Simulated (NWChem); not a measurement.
Species: BAsH$_{4}$O; SMILES OB[AsH2]

```xyz
7

B     -0.5838     1.1926    -0.0062
As     0.0257    -0.7798    -0.0509
H     -0.7551    -1.1461     1.2132
H      1.3386    -0.5599     0.7172
H     -1.7519     1.4448    -0.0502
O      0.2557     2.2526    -0.0251
H      1.1929     2.0110     0.0304
```
Atoms are numbered in this order, from 1.

Computed with NWChem. All runs use the structure optimised with B3LYP/6-31G* (spherical d). B3LYP is NWChem's, with the RPA form of VWN correlation. Total energies compare along this basis series because the functional is fixed.

| level | basis functions | energy (Ha) | highest occupied level (eV) | orbital gap (eV) | dipole (D) | relative time |
|---|---|---|---|---|---|---|
| B3LYP/cc-pVDZ | 75 | -2338.4110 | -6.91 | 6.27 | 1.38 | 1 |
| B3LYP/aug-cc-pVDZ | 118 | -2338.4233 | -7.10 | 6.07 | 1.20 | 2 |
| B3LYP/cc-pVTZ | 159 | -2338.5227 | -7.08 | 6.20 | 1.25 | 6 |
| B3LYP/aug-cc-pVTZ | 243 | -2338.5249 | -7.12 | 6.06 | 1.19 | 7 |

Relative times are rough (shared machine, one core).
